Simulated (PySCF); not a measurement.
## Excitation energy of Cd²⁺ by level of theory

Cd²⁺ [Kr] 4d10 (1S) → Cd²⁺ [Kr] 4d9 5s1 (3D), as a difference of total energies. Calculation: PySCF 2.14, in x2c-TZVPPall (8s6p6d2f1g, 79 functions); the spin-free X2C one-electron Hamiltonian (Gaussian nucleus). Correlated levels: valence: [Kr] frozen. The calculations carry no spin-orbit coupling.

| method | excitation energy (cm⁻¹) |
| --- | --- |
| UHF | 79158 |
| MP2 (valence) | 86084 |
| SCS-MP2 (valence) | 86099 |
| CCSD (valence) | 84601 |
| CCSD(T) (valence) | 84791 |

The basis was made for the ground configuration and has no added diffuse functions, so the excitation energy can come out too high.
